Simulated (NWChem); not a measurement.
The numbers come from NWChem runs, not from measurements. System: In, charge 0, spin multiplicity 2. Its SCF solution wasn't tested for a lower state. Level: B3LYP/x2c-SVPall-2c, spin-orbit ZORA, VWN1-RPA local correlation.

The NWChem input:

```
start mol
memory heap 200 mb stack 900 mb global 1100 mb
geometry units angstroms nocenter noautoz noautosym
  In     0.000000     0.000000     0.000000
end
basis spherical
  * library x2c-svpall-2c
end
relativistic
  zora on
end
dft
  xc b3lyp
  odft
  mult 2
  semidirect memsize 60000000 filesize 0
  iterations 100
  grid fine
end
task sodft energy
```

Output (cleaned and shortened):

```
             Northwest Computational Chemistry Package (NWChem) 7.3.0
             --------------------------------------------------------

                                NWChem Input Module
                                -------------------

 Scaling coordinates for geometry "geometry" by  1.889725989
 (inverse scale =  0.529177249)

                             Geometry "geometry" -> ""
                             -------------------------

 Output coordinates in angstroms (scale by  1.889725989 to convert to a.u.)

  No.       Tag          Charge          X              Y              Z
 ---- ---------------- ---------- -------------- -------------- --------------
    1 In                  49.0000     0.00000000     0.00000000     0.00000000

 Effective nuclear repulsion energy (a.u.)       0.0000000000

            Nuclear Dipole moment (a.u.)
            ----------------------------
        X                 Y               Z
 ---------------- ---------------- ----------------
     0.0000000000     0.0000000000     0.0000000000


 Summary of "ao basis" -> "" (spherical)
 ------------------------------------------------------------------------------
       Tag                 Description            Shells   Functions and Types
 ---------------- ------------------------------  ------  ---------------------
 *                       x2c-svpall-2c                on all atoms

                                 NWChem DFT Module
                                 -----------------

 Summary of "ao basis" -> "ao basis" (spherical)
 ------------------------------------------------------------------------------
       Tag                 Description            Shells   Functions and Types
 ---------------- ------------------------------  ------  ---------------------
 In                      x2c-svpall-2c              18       50   6s8p4d

 Summary of "ao basis" -> "ao basis" (spherical)
 ------------------------------------------------------------------------------
       Tag                 Description            Shells   Functions and Types
 ---------------- ------------------------------  ------  ---------------------
[...]
    64     0.006185   0.192715  1 In py                63     0.192715  -0.006185  1 In px
    15     0.169951  -0.005454  1 In pz                61    -0.001546  -0.048164  1 In py

 Vector   50  Occ=0.000000D+00  E=-6.870316D-02
              MO Center= -1.4D-20,  9.1D-21,  1.5D-20, r^2= 4.2D-10
  Bfn.         Coefficient        Function           Bfn.         Coefficient        Function
  ----     -------------------  ------------         ----     -------------------  ------------
    72    -0.451521   0.357766  1 In px                73     0.357766   0.451521  1 In py
    63     0.171659  -0.136015  1 In px                64    -0.136015  -0.171659  1 In py
    69    -0.167008   0.132330  1 In px                70     0.132330   0.167008  1 In py
    60    -0.084265   0.066768  1 In px                61     0.066768   0.084265  1 In py
    57     0.031160  -0.024690  1 In px                58    -0.024690  -0.031160  1 In py

 Vector   51  Occ=0.000000D+00  E=-6.724514D-02
              MO Center= -2.9D-15,  2.1D-15,  2.1D-15, r^2= 8.6D-01
  Bfn.         Coefficient        Function           Bfn.         Coefficient        Function
  ----     -------------------  ------------         ----     -------------------  ------------
    74    -0.213465   0.551722  1 In pz                23    -0.331635  -0.128312  1 In py
    22     0.128312  -0.331635  1 In px                71    -0.093572   0.241845  1 In pz
    65     0.083640  -0.216177  1 In pz                20    -0.158130  -0.061182  1 In py
    19     0.061182  -0.158130  1 In px                14     0.131152   0.050744  1 In py
    13    -0.050744   0.131152  1 In px                62    -0.024708   0.063860  1 In pz

 Vector   52  Occ=0.000000D+00  E=-6.525669D-02
              MO Center= -1.3D-14,  6.8D-15, -1.3D-14, r^2= 3.1D+00
  Bfn.         Coefficient        Function           Bfn.         Coefficient        Function
  ----     -------------------  ------------         ----     -------------------  ------------
    24    -0.690115  -0.037462  1 In pz                72     0.307032   0.016667  1 In px
    73    -0.016667   0.307032  1 In py                15     0.260878   0.014161  1 In pz
    21    -0.254589  -0.013820  1 In pz                12    -0.124738  -0.006771  1 In pz
    63    -0.115546  -0.006272  1 In px                64     0.006272  -0.115546  1 In py
    69     0.109951   0.005969  1 In px                70    -0.005969   0.109951  1 In py

   alpha - beta orbital overlaps
   -----------------------------

   alpha      1      2      3      4      5      6      7      8      9     10
    beta      1      2      3      4      5      5      7      8      9     10
 overlap   1.165  1.500  1.734  1.710  0.857  0.222  1.269  1.269  1.269  1.554

   alpha     11     12     13     14     15     16     17     18     19     20
    beta     11     12     13     14     15      7      8      9     13     14
 overlap   1.554  1.554  1.184  1.184  1.184  0.016  0.016  0.016  0.071  0.071

   alpha     21     22     23     24     25     26     27     28     29     30
    beta     15     13     14     15     13     14     15      7      8      9
 overlap   0.073  0.013  0.013  0.010  0.024  0.024  0.024  0.057  0.057  0.057

   alpha     31     32     33     34     35     36     37     38     39     40
    beta     31     32     33     34     35     36     37     38     39     40
 overlap   1.115  1.115  1.115  1.115  1.115  1.076  1.076  1.076  1.076  1.076

   alpha     41     42     43     44     45     46     47     48     49     50
    beta     36     37     38     39     40     36     37     38     39     40
 overlap   0.040  0.042  0.043  0.042  0.040  0.021  0.021  0.021  0.021  0.021

     --------------------------
     Expectation value of S2:
     --------------------------
      <S2> =      0.7586 (Exact =     0.7500)

 Task  times  cpu:        8.4s     wall:        8.4s

 Total times  cpu:        8.4s     wall:        8.4s
```
